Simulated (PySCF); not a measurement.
Compound: bromomethylsilane, CH₅BrSi.
Z-matrix (Å and degrees, PBE0-D3(BJ)/def2-SVP geometry), rows numbered from 1:
```
Si
C   1  1.8913
Br  2  1.9447  1  110.10
H   1  1.4910  2  109.47  3   -60.10
H   1  1.4909  2  109.48  3    60.67
H   1  1.4966  2  108.79  3  -179.72
H   2  1.0988  1  112.04  3  -119.02
H   2  1.0988  1  112.01  3   118.98
```

Level of theory: EOM-IP-CCSD/aug-cc-pVDZ in PySCF, restricted Hartree–Fock reference, frozen core, non-relativistic, gas phase, PBE0-D3(BJ)/def2-SVP geometry.

The vertical ionisation energies are 10.06, 10.41, 12.34, 12.48, 12.59, 13.99, 15.35, 17.87 eV.

Q: Which Hartree–Fock orbital leads each hole, and what is its Koopmans value −ε?

A: 
```json
{"leading hole (HF orbital)": "HOMO", "Koopmans (eV)": "10.72", "EOM-IP-CCSD (eV)": "10.06", "change (eV)": "-0.66", "one-hole share": "0.96"}
{"leading hole (HF orbital)": "HOMO-1", "Koopmans (eV)": "11.05", "EOM-IP-CCSD (eV)": "10.41", "change (eV)": "-0.64", "one-hole share": "0.96"}
{"leading hole (HF orbital)": "HOMO-2", "Koopmans (eV)": "12.96", "EOM-IP-CCSD (eV)": "12.34", "change (eV)": "-0.62", "one-hole share": "0.95"}
{"leading hole (HF orbital)": "HOMO-3", "Koopmans (eV)": "13.17", "EOM-IP-CCSD (eV)": "12.48", "change (eV)": "-0.69", "one-hole share": "0.95"}
{"leading hole (HF orbital)": "HOMO-4", "Koopmans (eV)": "13.50", "EOM-IP-CCSD (eV)": "12.59", "change (eV)": "-0.91", "one-hole share": "0.95"}
{"leading hole (HF orbital)": "HOMO-5", "Koopmans (eV)": "14.87", "EOM-IP-CCSD (eV)": "13.99", "change (eV)": "-0.88", "one-hole share": "0.94"}
{"leading hole (HF orbital)": "HOMO-6", "Koopmans (eV)": "16.74", "EOM-IP-CCSD (eV)": "15.35", "change (eV)": "-1.39", "one-hole share": "0.94"}
{"leading hole (HF orbital)": "HOMO-7", "Koopmans (eV)": "19.56", "EOM-IP-CCSD (eV)": "17.87", "change (eV)": "-1.69", "one-hole share": "0.87"}
```

Q: Does the order of the lines follow the orbital energies?

A: Yes, no two lines change places. The corrections run from -1.69 to -0.62 eV, with a mean of -0.93 eV over the 8 lines; no line lies above its Koopmans value. Koopmans values leave out both the relaxation of the orbitals and the change in correlation energy.

Q: At what kinetic energies would He I light (21.22 eV) eject these electrons?

A: 11.16 eV (HOMO), 10.81 eV (HOMO-1), 8.88 eV (HOMO-2), 8.74 eV (HOMO-3), 8.63 eV (HOMO-4), 7.23 eV (HOMO-5), 5.87 eV (HOMO-6), 3.35 eV (HOMO-7).

Q: What total energy has the lowest final state, and which wavelength reaches it?

A: E(CCSD) + ionisation energy = -2902.54643 + 0.36969 = -2902.17674 Eh, at the geometry of the initial state. The threshold wavelength is 1239.84 eV nm/10.06 eV = 123.2 nm.

Lines less than 0.15 eV apart could change places at a higher level. One root was sought for each valence orbital with −ε under 21 eV, eight at most, so deeper holes and satellites are missing; no vibrational structure.
